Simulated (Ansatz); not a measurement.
Ansatz (an electronic-structure program) input (B3LYP-D3(BJ)/def2-TZVP):

Ansatz 0.2 input:
```yaml
crystal:
  periodic: [false, false, false]
  atoms:
    - {symbol: Al, position_ang: [0.16058900, -0.13388543, 0.12686886]}
    - {symbol: C, position_ang: [1.81456051, -0.03616531, -0.84181887]}
    - {symbol: H, position_ang: [2.59234160, -0.61296388, -0.33775750]}
    - {symbol: H, position_ang: [2.17174867, 0.99389077, -0.92711551]}
    - {symbol: H, position_ang: [1.71289995, -0.43551091, -1.85476638]}
    - {symbol: C, position_ang: [-0.79727111, -0.81196395, 1.64549996]}
    - {symbol: H, position_ang: [-1.64511756, -1.43295094, 1.34316572]}
    - {symbol: H, position_ang: [-1.18626884, -0.00354927, 2.27081659]}
    - {symbol: H, position_ang: [-0.14621873, -1.42640506, 2.27024856]}
    - {symbol: O, position_ang: [-1.09573565, 0.91353108, -0.86565535]}
    - {symbol: H, position_ang: [-0.90078373, 1.38609555, -1.69025210]}
    - {symbol: H, position_ang: [-2.02410954, 1.05243137, -0.62047814]}
basis:
  gaussian:
    orbitals: def2-TZVP
hamiltonian:
  xc: b3lyp
  dispersion: d3bj
total_charge: 1
phonons: {temperatures: {t_min: 298.15, t_max: 298.15, t_step: 100}}
```

Output:

```
Functional definition: B3LYP
integrals: 0.09 GiB planned
1122 factors; their error is unknown
mean field: 0.80 GiB planned
mean field evaluation 1: about -10819.5505 eV, gradient 1.2e2 eV
mean field evaluation 2: about -10800.8721 eV, gradient 1.4e2 eV
mean field evaluation 4: about -10845.8176 eV, gradient 1.0e1 eV
mean field evaluation 8: about -10846.0303 eV, gradient 1.3e-2 eV
mean field evaluation 16: about -10846.0297 eV, gradient 6.5e-5 eV
mean field -10846.02969445 eV, -398.5842395680 hartree, gradient 6.3e-5 eV, S^2 0.000000; 0 other end points of the search recorded, 0 dependent functions left out
the calculation of the forces begins
reference -10846.02996020 eV, -398.5842493343 hartree; 20, 20 occupied and 158, 158 virtual orbitals, 1122 factors
these checks for a lower state are left out or cut short: stability, starts, cluster_reference, orbital_swaps, neighbouring_geometries, increment
integrals: 0.09 GiB planned
1122 factors; their error is unknown
mean field: 0.79 GiB planned
mean field -10846.02964081 eV, -398.5842375970 hartree, gradient 9.8e-7 eV, S^2 0.000000; 0 other end points of the search recorded, 0 dependent functions left out
the calculation of the forces begins
reference -10846.02990655 eV, -398.5842473627 hartree; 20, 20 occupied and 158, 158 virtual orbitals, 1122 factors
these checks for a lower state are left out or cut short: stability, starts, cluster_reference, orbital_swaps, neighbouring_geometries, increment
integrals: 0.09 GiB planned
1122 factors; their error is unknown
mean field: 0.79 GiB planned
mean field -10846.02963660 eV, -398.5842374420 hartree, gradient 9.8e-7 eV, S^2 0.000000; 0 other end points of the search recorded, 0 dependent functions left out
the calculation of the forces begins
reference -10846.02990237 eV, -398.5842472088 hartree; 20, 20 occupied and 158, 158 virtual orbitals, 1122 factors
these checks for a lower state are left out or cut short: stability, starts, cluster_reference, orbital_swaps, neighbouring_geometries, increment
integrals: 0.09 GiB planned
1122 factors; their error is unknown
mean field: 0.79 GiB planned
mean field evaluation 32: about -10846.0322 eV, gradient 4.0e-1 eV
mean field -10846.02956491 eV, -398.5842348076 hartree, gradient 9.8e-7 eV, S^2 0.000000; 0 other end points of the search recorded, 0 dependent functions left out
the calculation of the forces begins
reference -10846.02983064 eV, -398.5842445728 hartree; 20, 20 occupied and 158, 158 virtual orbitals, 1122 factors
these checks for a lower state are left out or cut short: stability, starts, cluster_reference, orbital_swaps, neighbouring_geometries, increment
integrals: 0.09 GiB planned
1122 factors; their error is unknown
mean field: 0.79 GiB planned
mean field -10846.02954517 eV, -398.5842340820 hartree, gradient 9.8e-7 eV, S^2 0.000000; 0 other end points of the search recorded, 0 dependent functions left out
the calculation of the forces begins
reference -10846.02981095 eV, -398.5842438494 hartree; 20, 20 occupied and 158, 158 virtual orbitals, 1122 factors
these checks for a lower state are left out or cut short: stability, starts, cluster_reference, orbital_swaps, neighbouring_geometries, increment
integrals: 0.09 GiB planned
1122 factors; their error is unknown
mean field: 0.79 GiB planned
mean field -10846.02959848 eV, -398.5842360414 hartree, gradient 9.8e-7 eV, S^2 0.000000; 0 other end points of the search recorded, 0 dependent functions left out
the calculation of the forces begins
reference -10846.02986428 eV, -398.5842458092 hartree; 20, 20 occupied and 158, 158 virtual orbitals, 1122 factors
these checks for a lower state are left out or cut short: stability, starts, cluster_reference, orbital_swaps, neighbouring_geometries, increment
integrals: 0.09 GiB planned
[...]
mean field: 0.79 GiB planned
mean field -10846.02967032 eV, -398.5842386814 hartree, gradient 9.8e-7 eV, S^2 0.000000; 0 other end points of the search recorded, 0 dependent functions left out
the calculation of the forces begins
reference -10846.02993609 eV, -398.5842484481 hartree; 20, 20 occupied and 158, 158 virtual orbitals, 1122 factors
these checks for a lower state are left out or cut short: stability, starts, cluster_reference, orbital_swaps, neighbouring_geometries, increment
integrals: 0.09 GiB planned
1122 factors; their error is unknown
mean field: 0.79 GiB planned
mean field -10846.02964508 eV, -398.5842377537 hartree, gradient 9.8e-7 eV, S^2 0.000000; 0 other end points of the search recorded, 0 dependent functions left out
the calculation of the forces begins
reference -10846.02991082 eV, -398.5842475196 hartree; 20, 20 occupied and 158, 158 virtual orbitals, 1122 factors
these checks for a lower state are left out or cut short: stability, starts, cluster_reference, orbital_swaps, neighbouring_geometries, increment
integrals: 0.09 GiB planned
1122 factors; their error is unknown
mean field: 0.79 GiB planned
mean field evaluation 96: about -10846.0297 eV, gradient 4.4e-3 eV
mean field -10846.02969746 eV, -398.5842396786 hartree, gradient 9.8e-7 eV, S^2 0.000000; 0 other end points of the search recorded, 0 dependent functions left out
the calculation of the forces begins
reference -10846.02996321 eV, -398.5842494447 hartree; 20, 20 occupied and 158, 158 virtual orbitals, 1122 factors
these checks for a lower state are left out or cut short: stability, starts, cluster_reference, orbital_swaps, neighbouring_geometries, increment
integrals: 0.09 GiB planned
1122 factors; their error is unknown
mean field: 0.79 GiB planned
mean field -10846.02965022 eV, -398.5842379425 hartree, gradient 9.8e-7 eV, S^2 0.000000; 0 other end points of the search recorded, 0 dependent functions left out
the calculation of the forces begins
reference -10846.02991598 eV, -398.5842477090 hartree; 20, 20 occupied and 158, 158 virtual orbitals, 1122 factors
these checks for a lower state are left out or cut short: stability, starts, cluster_reference, orbital_swaps, neighbouring_geometries, increment
integrals: 0.09 GiB planned
1122 factors; their error is unknown
mean field: 0.79 GiB planned
mean field -10846.02960863 eV, -398.5842364142 hartree, gradient 9.8e-7 eV, S^2 0.000000; 0 other end points of the search recorded, 0 dependent functions left out
the calculation of the forces begins
reference -10846.02987441 eV, -398.5842461815 hartree; 20, 20 occupied and 158, 158 virtual orbitals, 1122 factors
these checks for a lower state are left out or cut short: stability, starts, cluster_reference, orbital_swaps, neighbouring_geometries, increment
integrals: 0.09 GiB planned
1122 factors; their error is unknown
mean field: 0.79 GiB planned
mean field -10846.02959744 eV, -398.5842360031 hartree, gradient 9.8e-7 eV, S^2 0.000000; 0 other end points of the search recorded, 0 dependent functions left out
the calculation of the forces begins
reference -10846.02986317 eV, -398.5842457684 hartree; 20, 20 occupied and 158, 158 virtual orbitals, 1122 factors
these checks for a lower state are left out or cut short: stability, starts, cluster_reference, orbital_swaps, neighbouring_geometries, increment
integrals: 0.09 GiB planned
1122 factors; their error is unknown
mean field: 0.79 GiB planned
mean field -10846.02967629 eV, -398.5842389008 hartree, gradient 9.8e-7 eV, S^2 0.000000; 0 other end points of the search recorded, 0 dependent functions left out
the calculation of the forces begins
reference -10846.02994203 eV, -398.5842486666 hartree; 20, 20 occupied and 158, 158 virtual orbitals, 1122 factors
these checks for a lower state are left out or cut short: stability, starts, cluster_reference, orbital_swaps, neighbouring_geometries, increment
integrals: 0.09 GiB planned
1122 factors; their error is unknown
mean field: 0.79 GiB planned
mean field evaluation 128: about -10846.0325 eV, gradient 1.3e-4 eV
mean field -10846.02968750 eV, -398.5842393127 hartree, gradient 9.8e-7 eV, S^2 0.000000; 0 other end points of the search recorded, 0 dependent functions left out
the calculation of the forces begins
reference -10846.02995327 eV, -398.5842490794 hartree; 20, 20 occupied and 158, 158 virtual orbitals, 1122 factors
these checks for a lower state are left out or cut short: stability, starts, cluster_reference, orbital_swaps, neighbouring_geometries, increment
integrals: 0.09 GiB planned
1122 factors; their error is unknown
mean field: 0.79 GiB planned
mean field -10846.02954134 eV, -398.5842339413 hartree, gradient 9.8e-7 eV, S^2 0.000000; 0 other end points of the search recorded, 0 dependent functions left out
the calculation of the forces begins
reference -10846.02980711 eV, -398.5842437084 hartree; 20, 20 occupied and 158, 158 virtual orbitals, 1122 factors
these checks for a lower state are left out or cut short: stability, starts, cluster_reference, orbital_swaps, neighbouring_geometries, increment
integrals: 0.09 GiB planned
1122 factors; their error is unknown
mean field: 0.79 GiB planned
mean field -10846.02959573 eV, -398.5842359402 hartree, gradient 9.8e-7 eV, S^2 0.000000; 0 other end points of the search recorded, 0 dependent functions left out
the calculation of the forces begins
reference -10846.02986146 eV, -398.5842457057 hartree; 20, 20 occupied and 158, 158 virtual orbitals, 1122 factors
these checks for a lower state are left out or cut short: stability, starts, cluster_reference, orbital_swaps, neighbouring_geometries, increment
integrals: 0.09 GiB planned
1122 factors; their error is unknown
mean field: 0.79 GiB planned
mean field -10846.02957570 eV, -398.5842352040 hartree, gradient 9.8e-7 eV, S^2 0.000000; 0 other end points of the search recorded, 0 dependent functions left out
the calculation of the forces begins
reference -10846.02984149 eV, -398.5842449718 hartree; 20, 20 occupied and 158, 158 virtual orbitals, 1122 factors
these checks for a lower state are left out or cut short: stability, starts, cluster_reference, orbital_swaps, neighbouring_geometries, increment
integrals: 0.09 GiB planned
1122 factors; their error is unknown
mean field: 0.80 GiB planned
mean field evaluation 160: about -10846.0295 eV, gradient 4.4e-3 eV
mean field -10846.02952043 eV, -398.5842331731 hartree, gradient 9.8e-7 eV, S^2 0.000000; 0 other end points of the search recorded, 0 dependent functions left out
the calculation of the forces begins
reference -10846.02978615 eV, -398.5842429379 hartree; 20, 20 occupied and 158, 158 virtual orbitals, 1122 factors
these checks for a lower state are left out or cut short: stability, starts, cluster_reference, orbital_swaps, neighbouring_geometries, increment
integrals: 0.09 GiB planned
1122 factors; their error is unknown
mean field: 0.79 GiB planned
mean field -10846.02966834 eV, -398.5842386084 hartree, gradient 9.8e-7 eV, S^2 0.000000; 0 other end points of the search recorded, 0 dependent functions left out
the calculation of the forces begins
reference -10846.02993409 eV, -398.5842483746 hartree; 20, 20 occupied and 158, 158 virtual orbitals, 1122 factors
these checks for a lower state are left out or cut short: stability, starts, cluster_reference, orbital_swaps, neighbouring_geometries, increment
integrals: 0.09 GiB planned
1122 factors; their error is unknown
mean field: 0.79 GiB planned
mean field -10846.02969604 eV, -398.5842396265 hartree, gradient 9.8e-7 eV, S^2 0.000000; 0 other end points of the search recorded, 0 dependent functions left out
the calculation of the forces begins
reference -10846.02996180 eV, -398.5842493929 hartree; 20, 20 occupied and 158, 158 virtual orbitals, 1122 factors
Total energy: -10846.36239247 eV, -398.5964659947 hartree
Atom 0 at     0.160589    -0.133885     0.126869 Å, force    -0.000475     0.000396    -0.000375 eV/Å
Atom 1 at     1.814561    -0.036165    -0.841819 Å, force    -0.001679    -0.000340     0.001354 eV/Å
Atom 2 at     2.592342    -0.612964    -0.337757 Å, force    -0.000360    -0.000096     0.000325 eV/Å
Atom 3 at     2.171749     0.993891    -0.927116 Å, force     0.000617     0.000291    -0.000397 eV/Å
Atom 4 at     1.712900    -0.435511    -1.854766 Å, force     0.000519    -0.000012    -0.000594 eV/Å
Atom 5 at    -0.797271    -0.811964     1.645500 Å, force     0.001398     0.000574    -0.001576 eV/Å
Atom 6 at    -1.645118    -1.432951     1.343166 Å, force    -0.000565    -0.000334     0.000438 eV/Å
Atom 7 at    -1.186269    -0.003549     2.270817 Å, force    -0.000468    -0.000031     0.000635 eV/Å
Atom 8 at    -0.146219    -1.426405     2.270249 Å, force     0.000340     0.000112    -0.000341 eV/Å
Atom 9 at    -1.095736     0.913531    -0.865655 Å, force     0.001073    -0.000895     0.000848 eV/Å
Atom 10 at    -0.900784     1.386096    -1.690252 Å, force     0.001134     0.000564    -0.001430 eV/Å
Atom 11 at    -2.024110     1.052431    -0.620478 Å, force    -0.001535    -0.000229     0.001113 eV/Å
Dipole moment:    -0.541021     0.451057    -0.427418 e Å
Vibrations: 53.58 55.35 156.94 161.96 169.99 320.32 381.25 456.32 570.70 576.30 614.65 689.55 727.26 745.57 798.62 1254.50 1256.53 1434.16 1440.47 1442.59 1446.48 1639.80 3025.54 3026.79 3091.61 3092.18 3108.89 3109.30 3705.94 3786.41 cm⁻¹, zero-point energy 2.624718 eV
```

It need not be the lowest isomer of its formula.
